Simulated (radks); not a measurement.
The numbers below are computed, except where a source is named.
Q: V3+, configuration [Ar] 3d2. Level of theory: Dirac Kohn-Sham, PBE, spin-unpolarised, spherical densities, point nucleus; open shells are shared between the two j in proportion to 2j + 1 (a radial shooting solver on a logarithmic mesh with Libxc functionals). Some entries of the table are withheld. Estimate them.

orbital,occ.,eigenvalue (eV),<r> (bohr)
1s1/2,2,-5398.318,0.06644
2s1/2,2,-637.4688,(1)
2p1/2,2,-542.6999,(2)
2p3/2,4,-535.6021,(3)
3s1/2,2,-103.7791,0.9370
3p1/2,2,-77.8611,0.9885
3p3/2,4,-76.9954,0.9961
3d3/2,0.8,-37.0055,1.178
3d5/2,1.2,-36.9210,1.181
4s1/2,0,-27.7566,2.514
4p1/2,0,(4),(5)
4p3/2,0,(6),(7)

A: 
(1) 2s1/2 <r> (bohr): 0.3080
(2) 2p1/2 <r> (bohr): 0.2722
(3) 2p3/2 <r> (bohr): 0.2749
(4) 4p1/2 eigenvalue (eV): -21.9015
(5) 4p1/2 <r> (bohr): 2.838
(6) 4p3/2 eigenvalue (eV): -21.7816
(7) 4p3/2 <r> (bohr): 2.853
